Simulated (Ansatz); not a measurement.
Reactions of C2H8SeSi (`CC[SiH2][SeH]`).

Gas-phase electronic energies from Ansatz, PBE0-D4/def2-TZVP geometries. CCSD(T)/CBS adds triple-zeta CCSD(T) − MP2 to the extrapolated MP2 energy (def2 sets, frozen cores). This one scheme is used for every species. For Se outer-core shells are correlated without core-valence functions, which leaves a few kJ/mol of doubt a bond. Scalar relativity is left out up to krypton. Each species was taken in one conformer, which may not be the lowest.

```tsv
reaction	HF/CBS(def2) (eV)	CCSD(T)/CBS(def2) (eV)
`CC[SiH2][SeH]` + `CB[SiH2]N` → `N[SiH2][SiH2][SeH]` + `CBCC`	-0.27	-0.31
`CC[SiH2][SeH]` + `OBF` → `CCOBF` + `[SiH3][SeH]`	0.60	0.83
`CC[SiH2][SeH]` + H₂O → `CC[SiH2]O` + H₂Se	-0.45	-0.20
`CC[SiH2][SeH]` + `CBOC` → `COB(C)[SeH]` + `CC[SiH3]`	0.07	-0.01
`CC[SiH2][SeH]` + `N=C(N)F` → `F[SiH2][SeH]` + `CCC(=N)N`	-1.61	-1.59
`CC[SiH2][SeH]` + PH₃ → `CC[SiH2]P` + H₂Se	0.54	0.48
`CC[SiH2][SeH]` → `[SiH3]CC[SeH]`	1.14	1.14
`CC[SiH2][SeH]` → `CC[SeH]` + `[SiH2]`	3.26	3.50
`CC[SiH2][SeH]` + H₂O → `OC[SiH2][SeH]` + CH₄	0.50	0.68
`CC[SiH2][SeH]` + `N[SiH3]` → `[SiH3]N[SiH2][SeH]` + `CC`	-0.83	-0.73
```

Largest T1 diagnostic: 0.014, for `[SiH2]`.
